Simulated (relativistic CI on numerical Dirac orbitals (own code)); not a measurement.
**Co+: L2,3 absorption edge**

Computed with this model: Dirac-Coulomb-Breit CI, orbitals from a KLI potential per configuration, model QED, valence Slater integrals scaled by 0.7, multiplet model of core-to-valence dipole absorption; configurations [Ar] 3d8 → [He] 2s2 2p5 3s2 3p6 3d9; 300 K; Lorentzian 0.4 eV and Gaussian 0.3 eV FWHM. Energies are those of the free ion, without screening or charge transfer. The branching ratio is the share of the lower-energy edge in the whole absorption, uncertain by about 0.02 where the edges overlap. S is read from ⟨S²⟩ = S(S + 1).

Field parameters in Wybourne normalisation: Oh B⁴₀ = 21Dq, B⁴₄ = √(5/14) B⁴₀. The field is a parameter set, without covalency.

free ion: ground-state S = 1.00, centroid 779.90 eV, branching ratio 0.929. Peaks (eV, height): 778.8 (100), 780.3 (21), 794.1 (12).

Oh, 10Dq = 2400 cm⁻¹: ground-state S = 1.00, centroid 782.09 eV, branching ratio 0.800. Peaks (eV, height): 778.7 (100), 780.5 (28), 793.4 (14), 794.2 (31).

Oh, 10Dq = 5350 cm⁻¹: ground-state S = 1.00, centroid 783.07 eV, branching ratio 0.751. Peaks (eV, height): 779.0 (100), 780.6 (24), 793.7 (21), 794.5 (31).

Oh, 10Dq = 8350 cm⁻¹: ground-state S = 1.00, centroid 783.56 eV, branching ratio 0.734. Peaks (eV, height): 779.3 (100), 780.8 (26), 793.9 (24), 794.8 (27).

Oh, 10Dq = 11350 cm⁻¹: ground-state S = 1.00, centroid 783.92 eV, branching ratio 0.725. Peaks (eV, height): 779.5 (100), 781.1 (23), 794.2 (25), 795.0 (25).

Oh, 10Dq = 14300 cm⁻¹: ground-state S = 1.00, centroid 784.22 eV, branching ratio 0.720. Peaks (eV, height): 779.8 (100), 781.3 (21), 794.4 (26), 795.2 (25).

The statistical ratio of this edge is 2/3 = 0.667. Values above it arise where the holes sit mainly in the j = l + 1/2 valence subshell or the ground state has high spin; values below it where core-valence Coulomb terms move weight to the upper edge, as in nearly empty shells.

Strongest unbroadened transitions for Oh, 10Dq = 5350 cm⁻¹:

```csv
Energy (eV),Relative strength
778.84,24.5
778.86,35.6
778.90,45.0
778.99,100.0
779.17,70.5
779.57,27.0
780.05,12.3
780.23,4.9
780.43,19.1
780.68,35.1
781.08,11.0
793.63,33.3
793.67,15.8
794.51,9.4
794.54,57.2
794.58,6.6
794.96,2.4
795.49,3.2
```
